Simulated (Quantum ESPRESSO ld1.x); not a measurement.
ld1.x (Quantum ESPRESSO 7.5) input

```
 &input
    zed=76.0,
    iswitch=1,
    rel=1,
    lsd=1,
    dft='SLA-VWN',
    config='[Xe] 4f14 5d6 6p1',
    dx=0.01,
    rmax=200,
    verbosity='high',
    prefix='ld1',
    max_out_wfc=37,
    file_charge='ld1.rho',
 /
```

Command: `OMP_NUM_THREADS=1 ld1.x < ld1.in > ld1.out`

Output:

```
     Program LD1 v.7.5 starts

     --------------------------- All-electron run ----------------------------

     scalar relativistic calculation

     atomic number is 76.00
     dft =SLA-VWN   lsd =1 sic =0 latt =0  beta=0.20 tr2=1.0E-14
     Exchange-correlation= SLA-VWN
                           (   1   2   0   0   0   0   0)
     mesh =1763 r(mesh) = 198.19803 a.u. xmin = -8.00 dx = 0.01000
     1 Ry =  13.60569312 eV, c = 137.03599908

     n l     nl                  e(Ry)          e(Ha)          e(eV)
     1 0     1S 1( 1.00)   -5426.350504385   -2713.175252193 -73829.2597405
     2 0     2S 1( 1.00)    -945.714739434    -472.857369717 -12867.1045266
     2 1     2P 1( 3.00)    -823.834501226    -411.917250613 -11208.8394078
     3 0     3S 1( 1.00)    -220.580160997    -110.290080499  -3001.1459796
     3 1     3P 1( 3.00)    -184.802206159     -92.401103080  -2514.3621055
     4 0     4S 1( 1.00)     -47.052602882     -23.526301441   -640.1832755
     4 1     4P 1( 3.00)     -35.314143271     -17.657071635   -480.4733962
     3 2     3D 1( 5.00)    -144.781531708     -72.390765854  -1969.8530903
     5 0     5S 1( 1.00)      -7.502578868      -3.751289434   -102.0777857
     5 1     5P 1( 3.00)      -4.519623389      -2.259811694    -61.4926089
     4 2     4D 1( 5.00)     -20.745072116     -10.372536058   -282.2510850
     4 3     4F 1( 7.00)      -4.550300034      -2.275150017    -61.9099859
     5 2     5D 1( 5.00)      -1.229115669      -0.614557835    -16.7229706
     6 1     6P 1( 1.00)      -0.634806560      -0.317403280     -8.6369832
     1 0     1S 2( 1.00)   -5426.349676489   -2713.174838244 -73829.2484764
     2 0     2S 2( 1.00)    -945.698697133    -472.849348567 -12866.8862600
     2 1     2P 2( 3.00)    -823.820849738    -411.910424869 -11208.6536699
     3 0     3S 2( 1.00)    -220.572263141    -110.286131570  -3001.0385237
     3 1     3P 2( 3.00)    -184.793794447     -92.396897224  -2514.2476583
     4 0     4S 2( 1.00)     -47.035800404     -23.517900202   -639.9546661
     4 1     4P 2( 3.00)     -35.297153874     -17.648576937   -480.2422437
     3 2     3D 2( 5.00)    -144.769387794     -72.384693897  -1969.6878639
     5 0     5S 2( 1.00)      -7.375705598      -3.687852799   -100.3515869
     5 1     5P 2( 3.00)      -4.362366840      -2.181183420    -59.3530245
     4 2     4D 2( 5.00)     -20.724633879     -10.362316939   -281.9730086
     4 3     4F 2( 7.00)      -4.517054121      -2.258527061    -61.4576522
     5 2     5D 2( 1.00)      -1.041849984      -0.520924992    -14.1750912
     6 1     6P 2( 0.00)      -0.528864310      -0.264432155     -7.1955655

     final scf error:  2.2E-15 reached in  28 iterations

     Etot =  -34487.125687 Ry,  -17243.562843 Ha, -469221.248789 eV
     Total magnetization:    5.00 Bohr mag.

     Ekin =   38223.856006 Ry,   19111.928003 Ha,  520062.054793 eV
     Encl =  -85445.778509 Ry,  -42722.889255 Ha,-1162549.041052 eV
     Eh   =   13391.209164 Ry,    6695.604582 Ha,  182196.682431 eV
     Exc  =    -656.412347 Ry,    -328.206174 Ha,   -8930.944961 eV

     normalization and overlap integrals

     s(1S/1S) =  1.000000  <r> =   0.0177  <r2> =    0.0004  r(max) =   0.0110
     s(1S/2S) = -0.034060
     s(1S/3S) = -0.014921
     s(1S/4S) = -0.007329
     s(1S/5S) = -0.003153
     s(2S/2S) =  1.000000  <r> =   0.0749  <r2> =    0.0066  r(max) =   0.0632
     s(2S/3S) = -0.009553
     s(2S/4S) = -0.004475
     s(2S/5S) = -0.001906
     s(2P/2P) =  1.000000  <r> =   0.0673  <r2> =    0.0055  r(max) =   0.0523
     s(2P/3P) = -0.007526
     s(2P/4P) = -0.003333
     s(2P/5P) = -0.001288
     s(2P/6P) = -0.000387
     s(3S/3S) =  1.000000  <r> =   0.1940  <r2> =    0.0431  r(max) =   0.1789
     s(3S/4S) = -0.003244
     s(3S/5S) = -0.001337
     s(3P/3P) =  1.000000  <r> =   0.1947  <r2> =    0.0439  r(max) =   0.1772
     s(3P/4P) = -0.002731
     s(3P/5P) = -0.001022
     s(3P/6P) = -0.000306
     s(4S/4S) =  1.000000  <r> =   0.4321  <r2> =    0.2108  r(max) =   0.4063
     s(4S/5S) = -0.000932
     s(4P/4P) =  1.000000  <r> =   0.4597  <r2> =    0.2404  r(max) =   0.4271
     s(4P/5P) = -0.000722
     s(4P/6P) = -0.000213
     s(3D/3D) =  1.000000  <r> =   0.1763  <r2> =    0.0364  r(max) =   0.1450
     s(3D/4D) = -0.001985
     s(3D/5D) = -0.000520
     s(5S/5S) =  1.000000  <r> =   1.0072  <r2> =    1.1394  r(max) =   0.9133
     s(5P/5P) =  1.000000  <r> =   1.1710  <r2> =    1.5529  r(max) =   1.0297
     s(5P/6P) = -0.000111
     s(4D/4D) =  1.000000  <r> =   0.4894  <r2> =    0.2773  r(max) =   0.4357
     s(4D/5D) = -0.000400
     s(4F/4F) =  1.000000  <r> =   0.5579  <r2> =    0.3845  r(max) =   0.4063
     s(5D/5D) =  1.000000  <r> =   1.7278  <r2> =    3.5221  r(max) =   1.3489
     s(6P/6P) =  1.000000  <r> =   3.5211  <r2> =   14.0231  r(max) =   3.0321
     s(1S/1S) =  1.000000  <r> =   0.0177  <r2> =    0.0004  r(max) =   0.0110
     s(1S/2S) = -0.034060
     s(1S/3S) = -0.014921
     s(1S/4S) = -0.007329
     s(1S/5S) = -0.003176
     s(2S/2S) =  1.000000  <r> =   0.0749  <r2> =    0.0066  r(max) =   0.0632
     s(2S/3S) = -0.009553
     s(2S/4S) = -0.004475
     s(2S/5S) = -0.001920
     s(2P/2P) =  1.000000  <r> =   0.0673  <r2> =    0.0055  r(max) =   0.0523
     s(2P/3P) = -0.007526
     s(2P/4P) = -0.003333
     s(2P/5P) = -0.001300
     s(2P/6P) = -0.000347
     s(3S/3S) =  1.000000  <r> =   0.1940  <r2> =    0.0431  r(max) =   0.1789
     s(3S/4S) = -0.003244
     s(3S/5S) = -0.001346
     s(3P/3P) =  1.000000  <r> =   0.1947  <r2> =    0.0439  r(max) =   0.1772
     s(3P/4P) = -0.002731
     s(3P/5P) = -0.001032
     s(3P/6P) = -0.000274
     s(4S/4S) =  1.000000  <r> =   0.4320  <r2> =    0.2107  r(max) =   0.4063
     s(4S/5S) = -0.000938
     s(4P/4P) =  1.000000  <r> =   0.4597  <r2> =    0.2403  r(max) =   0.4271
     s(4P/5P) = -0.000728
     s(4P/6P) = -0.000191
     s(3D/3D) =  1.000000  <r> =   0.1763  <r2> =    0.0364  r(max) =   0.1450
     s(3D/4D) = -0.001986
     s(3D/5D) = -0.000521
     s(5S/5S) =  1.000000  <r> =   1.0025  <r2> =    1.1286  r(max) =   0.9133
     s(5P/5P) =  1.000000  <r> =   1.1642  <r2> =    1.5355  r(max) =   1.0297
     s(5P/6P) = -0.000101
     s(4D/4D) =  1.000000  <r> =   0.4891  <r2> =    0.2769  r(max) =   0.4357
     s(4D/5D) = -0.000401
     s(4F/4F) =  1.000000  <r> =   0.5552  <r2> =    0.3798  r(max) =   0.4063
     s(5D/5D) =  1.000000  <r> =   1.7461  <r2> =    3.6305  r(max) =   1.3489
     s(6P/6P) =  1.000000  <r> =   3.7748  <r2> =   16.2095  r(max) =   3.1876

     ------------------------ End of All-electron run ------------------------
```

Run on one thread of a shared host, so times are rough (Intel(R) Xeon(R) Processor @ 2.60GHz): 0.66 s of CPU time, 1.8 s wall, 28 iterations on 1763 mesh points.
